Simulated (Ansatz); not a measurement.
`[SiH3][OH+][Al-]([Cl])([Cl])[Cl]`. Charge 0, multiplicity 1. The geometry is a stationary point of PBE0-D4/def2-TZVP. It is one conformer, not always the lowest.

```xyz
10

Si   -0.961   -1.259   -0.287
O     0.510   -0.384   -0.165
Al    0.741    1.417    0.437
Cl   -1.112    2.225   -0.174
Cl    2.450    1.883   -0.712
Cl    1.005    1.256    2.513
H    -0.544   -2.678   -0.332
H    -1.651   -0.866   -1.530
H    -1.704   -0.916    0.936
H     1.266   -0.679   -0.688
```

Problem. What is the dipole moment at B3LYP/def2-TZVPP? (An estimate is asked.)

Solution. The calculation gave: 5.81 D, with components (-1.25, -5.28, -2.10) D in this frame, pointing from negative to positive charge.

Problem. And with PBE, r2SCAN, ωB97M-V? (Estimate.)

Solution. Computed: PBE 5.63 D, r2SCAN 5.79 D, ωB97M-V 5.84 D.

Problem. Give the Mulliken charges with B3LYP, ωB97M-V, r2SCAN in def2-TZVPP. (Estimate.)

Solution. Ansatz gave: 
| atom | B3LYP | ωB97M-V | r2SCAN |
| --- | --- | --- | --- |
| Si1 | 0.37 | 0.25 | 0.40 |
| O2 | -0.18 | -0.18 | -0.21 |
| Al3 | 0.50 | 0.41 | 0.51 |
| Cl4 | -0.29 | -0.25 | -0.29 |
| Cl5 | -0.29 | -0.26 | -0.29 |
| Cl6 | -0.27 | -0.24 | -0.27 |
| H7 | -0.03 | 0.01 | -0.04 |
| H8 | -0.02 | 0.02 | -0.02 |
| H9 | 0.00 | 0.04 | 0.00 |
| H10 | 0.21 | 0.21 | 0.22 |

B3LYP here is the variant with VWN-RPA as its local correlation; programs differ in this.
